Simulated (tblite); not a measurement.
Compound: C6H13PS.
Geometry (GFN2-xTB, Å), atoms numbered from 1 in this order:
```
atom  x, y, z in Å
C1    -2.3763   -0.7334   -0.1906
C2    -0.9614   -0.3739    0.2581
C3    -0.6628    1.0986   -0.0345
C4     0.6611    1.5680    0.5646
C5     1.8612    0.8916   -0.0872
P6     1.7748   -0.9331    0.0686
S7     3.1609   -1.9483   -0.8114
C8     0.0496   -1.2841   -0.4383
H9    -3.1072   -0.1197    0.3309
H10   -2.5930   -1.7784    0.0186
H11   -2.4890   -0.5663   -1.2598
H12   -0.8870   -0.5345    1.3405
H13   -1.4697    1.7074    0.3794
H14   -0.6497    1.2556   -1.1161
H15    0.6654    1.3590    1.6375
H16    0.7514    2.6495    0.4374
H17    2.8030    1.2284    0.3566
H18    1.9086    1.1092   -1.1603
H19    1.6908   -1.0837    1.4615
H20   -0.1522   -2.3397   -0.2291
H21    0.0125   -1.1552   -1.5267
```

Computed values, GFN2-xTB/tblite, gas phase, harmonic and unscaled. Errors from tens to a few hundred cm⁻¹ against measured bands are possible. Modes of hydrogen on phosphorus can be 10 to 20 % off. One conformer, not necessarily the lowest.

Harmonic wavenumbers (cm⁻¹): 93.9, 116.9, 155.8, 216.3, 224.3, 282.6, 295.8, 321.5, 351.0, 434.5, 496.2, 656.0, 681.8, 752.5, 782.7, 803.4, 832.3, 875.6, 888.8, 919.2, 944.4, 975.6, 995.6, 1032.3, 1046.8, 1094.0, 1111.5, 1141.6, 1175.3, 1202.3, 1220.5, 1237.1, 1270.3, 1297.7, 1330.0, 1342.6, 1360.0, 1417.8, 1425.5, 1428.3, 1481.2, 1488.6, 1499.8, 1500.4, 2187.3, 2912.2, 2918.1, 2923.2, 2936.5, 2944.6, 2959.4, 2969.0, 2976.0, 2984.3, 3032.7, 3035.5, 3041.1.

A = 2524, B = 924.2, C = 720.0 MHz; mass 148.048 u (most abundant isotopes); point group C1, symmetry number 1.

**Question.** What is the zero-point energy?

**Answer.** Half the sum of the wavenumbers: 39010 cm⁻¹ = 466.67 kJ/mol.

**Question.** Give the ideal-gas entropy at 350 K and 1 bar in the rigid-rotor, harmonic-oscillator model (classical rotation).

**Answer.** Translation 174.52, rotation 126.01, vibration 118.73: S = 419.3 J/(mol K).

**Question.** And Cp and H(350 K) − H(0)?

**Answer.** Cp = 181.45 J/(mol K), of which vibrations give 148.19 (their classical limit is 57 R = 473.9); H(350 K) − H(0) = 35.54 kJ/mol without the zero-point energy, 23.90 from vibrations.

**Question.** Which modes carry the vibrational entropy at 350 K?

**Answer.** 93.9 cm⁻¹: 16.28; 116.9 cm⁻¹: 14.49; 155.8 cm⁻¹: 12.16; 216.3 cm⁻¹: 9.56; 224.3 cm⁻¹: 9.28; 282.6 cm⁻¹: 7.52 J/(mol K); the other 51 give 49.45 together.

**Question.** Blend soft modes into free rotors: weight 1/[1 + (100 cm⁻¹/ν̃)⁴] for the oscillator and the rest for a rotor with moment μB/(μ + B), μ = h/(8π²ν), B = 10⁻⁴⁴ kg m². What vibrational entropy results?

**Answer.** 115.79 J/(mol K) in place of 118.73, which changes −T·S at 350 K by +1.03 kJ/mol.

**Question.** What must be added to the electronic energy to get the Gibbs energy at 350 K and 1 bar?

**Answer.** ZPE + [H(350 K) − H(0)] − T·S = 466.67 + 35.54 − 146.74 = 355.47 kJ/mol.

**Question.** How do the functions run with temperature in this model?

**Answer.** 
| T (K) | S (J/(mol K)) | Cp (J/(mol K)) | H − H(0) (kJ/mol) | G − H(0) (kJ/mol) | ln q(vib) |
| --- | --- | --- | --- | --- | --- |
| 100 | 278.7 | 69.2 | 4.68 | -23.19 | 0.75 |
| 200 | 339.7 | 111.0 | 13.71 | -54.22 | 2.70 |
| 300 | 393.2 | 157.2 | 27.07 | -90.88 | 4.91 |
| 500 | 495.3 | 246.6 | 67.83 | -179.84 | 9.69 |
| 800 | 632.3 | 335.1 | 156.27 | -349.55 | 17.10 |
| 1000 | 711.4 | 373.5 | 227.33 | -484.07 | 21.88 |

q(vib) and H(0) count from the zero-point level.

Hindered rotation and anharmonicity are outside this model. Other conformers, if any are populated, would add a mixing term that is left out. The structure is chiral; the term R ln 2 for an equal mix with its mirror image is left out.
